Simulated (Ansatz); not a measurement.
`[CH3][GeH2][CH2]Br` + CH₃NH₂ → `C[NH][GeH2][CH3]` + `CBr`  (ligand exchange at a Ge–C bond)

Isolated molecules relaxed with PBE0-D4/def2-TZVP in Ansatz; ΔE leaves out vibrations. CBS: MP2 limit from def2 TZ/QZ plus the TZ coupled-cluster correction, frozen cores. DFT in def2-TZVPP. B3LYP here is the variant with VWN-RPA as its local correlation; programs differ in this. For Br, Ge outer-core shells are correlated without core-valence functions, which leaves a few kJ/mol of doubt a bond. Scalar relativity is left out up to krypton. Each species was taken in one conformer, which may not be the lowest.

| level | ΔE (kcal/mol) | difference from CCSD(T)/CBS |
| --- | --- | --- |
| PBE-D4 | -3.2 | 0.0 |
| r2SCAN-D4 | -3.9 | -0.7 |
| PBE0-D4 | -3.3 | -0.1 |
| B3LYP-D4 | -4.3 | -1.1 |
| ωB97X-V | -4.1 | -0.9 |
| ωB97M-V | -3.6 | -0.4 |
| B2PLYP | -4.3 | -1.1 |
| PBE | -3.3 | -0.1 |
| r2SCAN | -3.8 | -0.6 |
| PBE0 | -3.4 | -0.2 |
| B3LYP | -4.5 | -1.3 |
| HF/def2-TZVPP | -6.0 | -2.8 |
| MP2/def2-TZVPP | -3.5 | -0.3 |
| SCS-MP2/def2-TZVPP | -4.2 | -1.0 |
| CCSD/def2-TZVPP | -3.8 | -0.6 |
| CCSD(T)/def2-TZVPP | -3.6 | -0.4 |
| HF/def2-QZVPP | -6.1 | -2.9 |
| MP2/def2-QZVPP | -3.4 | -0.2 |
| SCS-MP2/def2-QZVPP | -4.1 | -0.9 |
| HF/CBS(def2) | -6.1 | -2.9 |
| MP2/CBS(def2) | -3.1 | 0.1 |
| CCSD/CBS(def2) | -3.4 | -0.2 |
| CCSD(T)/CBS | -3.2 | 0 |

Largest T1 diagnostic among the species: 0.010.

In def2-TZVPP, CCSD(T) changes the Hartree–Fock value by +2.3 kcal/mol (the triples alone add +0.2 kcal/mol) and MP2 by +2.4 kcal/mol.
